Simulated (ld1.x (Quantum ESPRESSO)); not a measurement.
Values are calculated unless marked as measured or tabulated.
**Pseudopotentials across the periodic table**

Generated with ld1.x 7.5 (TM, RRKJ, ultrasoft, PAW), atompaw 4.2 or ONCVPSP 4.0.1. The cutoff is in Ry: for ld1.x and atompaw files where the sum of valence levels is converged to 10 mRy in a Bessel basis, for ONCV files where the hardest occupied wave has 1 mHa per electron of residual kinetic energy. The error is the largest all-electron minus pseudo excitation energy over each file’s own four to seven test configurations (ionisations up to +4, promotions, holes and added fractions of an electron), all of which were solved. The labels leave out finer settings (local radius, basis sizes, second energies), which also bear on the numbers. Spin-polarised tests are not counted. The rows are a selection from randomly drawn settings: files with unsolved tests, undetermined cutoffs or missed reference levels are left out.

A true bound ghost makes a file unfit for plane-wave use even where its test errors are small: the radial tests pick states by their node count and pass the ghost by.

| element | potential | cutoff (Ry) | largest error (meV) | bound ghosts |
| --- | --- | --- | --- | --- |
| Sc | RRKJ, PBE, fully relativistic, rc 2.85/3.95/2.95 (spd), local s, core correction yes, reference 3d1 4s1 4p0 | 18 | +609 | none |
| Tl | TM, PBEsol, scalar-relativistic, rc 2.25/3.00 (sp), local s, core correction no, reference 6s2 6p1 | 18 | +127 | none |

Fill in the row for Ge: RRKJ, PBE, scalar-relativistic, rc 1.45/1.80 (sp), local smoothed, core correction yes, reference 4s2 4p0.

cutoff 18 Ry, largest error -79 meV, bound ghosts: none.

Fill in the row for Pt: PAW, LDA (PZ), scalar-relativistic, rc 2.45/3.05/1.65 (spd), local smoothed, core correction yes, reference 5d8 6s0 6p0.

cutoff 40 Ry, largest error -76 meV, bound ghosts: s, p.

Fill in the row for Yb: RRKJ, PBE, scalar-relativistic, rc 1.40/2.10/2.10 (spd), local s, core correction yes, reference 5s2 5p6 5d1 6s0 6p0.

cutoff 70 Ry, largest error +295 meV, bound ghosts: none.
